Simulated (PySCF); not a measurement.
# One molecule, several mistakes: AlGeH3N2

These are calculations, not measurements. The program is PySCF 2.14.0, an open-source quantum chemistry code, run on an isolated molecule that a program drew, which may never have been made. The molecule is AlGeH3N2 (charge 0, singlet), drawn as the SMILES string `[NH2][Al]=[N][GeH]`.

Each row is a Hartree-Fock (HF) and frozen-core CCSD(T) single point in the cc-pV(D+d)Z basis, meant for a local HF minimum. Run 1 is clean. Each other run has one planted mistake out of seven kinds, and not every kind appears here: one electron removed, one electron added, multiplicity raised by two, geometry at a saddle point, minimal basis STO-3G, one bond length entered in bohr, all coordinates scaled. The reference is restricted for singlets and unrestricted otherwise, and also for a bond in bohr. Adding or removing an electron swaps singlet and doublet. Electrons count all cores. HOMO and LUMO are orbital energies over both spins, the gradient is its largest component, and the lowest frequency (negative if imaginary) is given only where the gradient is small. Bond lengths are over the 6 bonds as drawn. T1 is the CCSD diagnostic: over 0.02 (restricted) or 0.045 (unrestricted) a single reference is doubtful. Germanium has the cc-pVDZ-PP basis, with a core potential (ECP10MDF) in place of its 10 inner electrons, and its 3s, 3p and 3d shells are frozen in CCSD(T).

Geometry of the clean run:
```xyz
7
AlGeH3N2, angstrom
N     0.4142   -2.5169   -1.4560
Al   -0.0997   -1.2536   -0.3679
N    -0.5750   -0.0720    0.6527
Ge   -0.8779    1.1950    1.8826
H     1.3238   -2.9392   -1.4581
H    -0.1557   -2.9300   -2.1702
H    -2.4081    1.5520    1.5111
```

| run | electrons | basis functions | <S^2> | HOMO (eV) | LUMO (eV) | gradient (hartree/bohr) | lowest frequency (cm^-1) | mean bond (Å) | longest bond (Å) | T1 | HF (hartree) | CCSD(T) (hartree) | mistake |
|---|---|---|---|---|---|---|---|---|---|---|---|---|---|
| 1 | 62 | 89 | 0.000 | -7.09 | 1.46 | 3.4e-05 | 56 | 1.4648 | 1.792 | 0.0221 | -645.92705 | -646.44940 | no fault |
| 2 | 62 | 89 | 2.020 | -5.57 | 0.81 | 2.6e-02 | - | 1.4648 | 1.792 | 0.0254 | -645.87421 | -646.38014 | multiplicity raised by two |
| 3 | 63 | 89 | 0.832 | 0.10 | 5.87 | 5.0e-02 | - | 1.4648 | 1.792 | 0.0277 | -645.89708 | -646.43909 | ? |
| 4 | 62 | 89 | 0.000 | -7.39 | 1.02 | 5.5e-02 | - | 1.5775 | 1.929 | 0.0267 | -645.88695 | -646.43033 | ? |

**Which mistake was planted in run 3, and what did it cost?**

It counts 63 electrons, one more than the clean run, at the same geometry and basis. So the mistake is: one electron added. Subtracting run 1 and multiplying by 627.51 kcal/mol a hartree, the energy moved by 18.8 kcal/mol in HF and 6.5 kcal/mol in CCSD(T).

**Which mistake was planted in run 4, and what did it cost?**

The mean and the longest bond both change by the same factor, 1.077, and the gradient is no longer small. So the mistake is: all coordinates scaled. Subtracting run 1 and multiplying by 627.51 kcal/mol a hartree, the energy moved by 25.2 kcal/mol in HF and 12.0 kcal/mol in CCSD(T).

Cautions from the logs. Run 1: T1 is over the limit, so its CCSD(T) energy is less reliable; run 3: the HOMO is above zero, so the electron isn't bound and the energy depends on the basis; run 4: T1 is over the limit, so its CCSD(T) energy is less reliable.
